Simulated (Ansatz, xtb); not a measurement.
# Relaxing a trial structure of CHAlFO

The starting geometry of this gas-phase doublet was built from a drawn formula by distance geometry and a force field; its bonds are those of `O=[C](F)[AlH]`.

```xyz
5

C    -2.9894   -0.5779   -0.9470
Al   -1.7483    0.4682    0.1510
F    -2.9642   -0.4821   -2.3014
O    -3.8485   -1.2948   -0.3912
H    -1.8630    0.3999    1.7291
```

Problem. Where would you expect an optimisation with r2SCAN-D4/def2-SVP to take it?

Solution. It keeps its bonds, and is `O=[C](F)[AlH]`.

The energy falls by 0.30 eV over 19 steps:

```
step  E − E(last) (eV)
   1             0.298
   3             0.128
   5             0.053
   7             0.018
   9             0.003
  11             0.001
  13             0.001
  15             0.000
  17             0.000
  19             0.000
```

Final geometry (Å):

```xyz
5

C    -3.0171   -0.7096   -0.8699
Al   -1.5343   -0.0554    0.3306
F    -3.1374   -0.0610   -2.0781
O    -3.7461   -1.6208   -0.6238
H    -1.9785    0.9602    1.4817
```

From the same start GFN2-xTB ends elsewhere, at `F[C]1[O][AlH]1`.

No frequencies were run, so the end isn't proven a minimum. Open shells are spin-unrestricted. Run with Ansatz 0.2.0, 100 s on 1 thread of Arm Neoverse V2, with other jobs on the host.
